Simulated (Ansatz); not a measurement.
`B[Si](C)(O)F` + `O[Si](F)(F)Br` → `BO[Si](F)(F)Br` + `C[SiH](O)F`  (cleavage of the B–Si bond)

Computed with Ansatz on PBE0-D4/def2-TZVP structures; ΔE is electronic, products minus reactants. CCSD(T)/CBS is the MP2 limit (def2-TZVPP, def2-QZVPP) plus CCSD(T) − MP2 in def2-TZVPP, frozen cores. Functionals use def2-TZVPP. HSE06 is defined as in plane-wave codes. For Br outer-core shells are correlated without core-valence functions, which leaves a few kJ/mol of doubt a bond. Scalar relativity is left out up to krypton. One conformer a species, not always the lowest.

`B[Si](C)(O)F`:

Z-matrix (Å, degrees):
```
Si
C 1 1.860
O 1 1.643 2 112.6
B 1 2.013 2 113.4 3 -120.0
F 1 1.610 2 105.6 3 117.5
H 2 1.094 1 110.5 3 -60.4
H 2 1.092 1 110.9 3 59.7
H 2 1.093 1 111.2 3 -179.7
H 3 0.959 1 118.5 2 62.9
H 4 1.195 1 122.8 2 -110.4
H 4 1.196 1 119.9 2 67.6
```

`O[Si](F)(F)Br`:

Cartesian coordinates in Å:
```
O -0.789 0.674 -0.786
Si 0.181 -0.115 0.227
F -0.402 -1.534 0.594
F 1.593 -0.387 -0.422
Br 0.414 1.074 2.026
H -0.997 0.288 -1.639
```

`BO[Si](F)(F)Br`:

Cartesian coordinates in Å:
```
B 0.484 -0.345 -1.508
O -0.382 0.158 -0.594
Si -0.505 0.323 1.006
F -0.668 1.851 1.330
F -1.814 -0.409 1.474
Br 1.201 -0.473 2.093
H 0.174 -0.262 -2.659
H 1.510 -0.845 -1.143
```

`C[SiH](O)F`:

```xyz
9

C     1.011   -0.401    0.391
Si   -0.438    0.178   -0.605
O    -1.841    0.163    0.233
F    -0.113    1.670   -1.088
H     1.923   -0.378   -0.210
H     0.856   -1.425    0.737
H     1.172    0.235    1.266
H    -0.693   -0.636   -1.810
H    -1.876    0.593    1.088
```

CCSD(T)/CBS gives -166.5 kJ/mol.

Q: Another level gave -167.5 kJ/mol. Which?
A. SCS-MP2/def2-TZVPP
B. HSE06/def2-TZVPP
C. revPBE-D4/def2-TZVPP
D. r2SCAN/def2-TZVPP

A: D. r2SCAN -167.5, SCS-MP2/def2-TZVPP -173.1, HSE06 -160.0, revPBE-D4 -155.6 kJ/mol.

Largest T1 diagnostic among the species: 0.011.

Leaving LDA and LC-ωPBE aside and taking each functional with its dispersion term where it has one, the values, not all of them listed here, spread over 18.5 kJ/mol, from BHLYP-D4 to revPBE-D4. LDA lies −9.1 kJ/mol from PBE without D4. From BLYP to BHLYP (50 % exact exchange), in def2-TZVPP and without D4, ΔE moves by −5.5 kJ/mol. At CCSD(T), def2-SVP lies −15.8 kJ/mol from the extrapolated value and def2-TZVPP −1.0 kJ/mol.

CCSD(T)/CBS has its own doubt, a few kJ/mol and more with outer-core shells, so smaller differences from it don't rank the levels.
